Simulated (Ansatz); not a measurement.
Relaxation of C$_{3}$H$_{9}$NSi (14 atoms, charge 0, multiplicity 1), to a largest force component of 0.02 eV/Å in at most 40 steps.

Level of theory: RKS PBE0-D4/STO-3G (Ansatz).

```xyz
14
Properties=species:S:1:pos:R:3
C 0.088 0.499 -2.294
C -0.362 -0.862 -2.396
N -0.718 -1.945 -2.479
H -0.771 1.160 -2.192
H 0.730 0.605 -1.420
H 0.646 0.765 -3.192
C 0.809 -0.571 1.437
Si -0.660 0.471 2.035
H 0.492 -1.327 0.724
H 1.288 -1.083 2.267
H 1.569 0.042 0.959
H -1.440 0.922 0.877
H -0.163 1.649 2.751
H -1.509 -0.326 2.921
```

Q: Where does it end, and by what steps?

A: It converged. Limits of this set-up: minimal basis. After 37 steps the energy has fallen by 0.292 eV; H5 moved furthest, 1.53 Å.

```csv
step,energy less start (eV),largest force component (eV/Å),accepted
0,0.0000,6.705,yes
2,-0.2584,0.266,yes
4,-0.2638,0.092,yes
6,-0.2703,0.237,yes
8,-0.2759,0.159,yes
10,-0.2776,0.120,yes
12,-0.2789,0.046,yes
14,-0.2797,0.029,yes
16,-0.2803,0.045,yes
18,-0.2811,0.129,yes
20,-0.2827,0.063,yes
22,-0.2838,0.070,yes
24,-0.2851,0.140,yes
26,-0.2825,0.469,no
28,-0.2875,0.102,yes
30,-0.2883,0.033,yes
32,-0.2894,0.105,yes
34,-0.2905,0.047,yes
36,-0.2914,0.046,yes
37,-0.2917,0.006,yes
```

```xyz
14
Properties=species:S:1:pos:R:3
C -0.247 0.683 -2.651
C -0.018 -0.606 -1.951
N 0.168 -1.636 -1.384
H -0.879 1.338 -2.033
H 0.714 1.187 -2.836
H -0.749 0.507 -3.615
C 0.833 -0.857 1.838
Si -0.519 0.428 1.786
H 0.822 -1.463 0.926
H 0.708 -1.528 2.692
H 1.820 -0.391 1.921
H -0.342 1.299 0.648
H -0.497 1.239 2.980
H -1.814 -0.199 1.681
```

Whether the end is a true minimum wasn't checked by a vibrational analysis.

The run took 40 s on 1 CPU thread of a shared host.
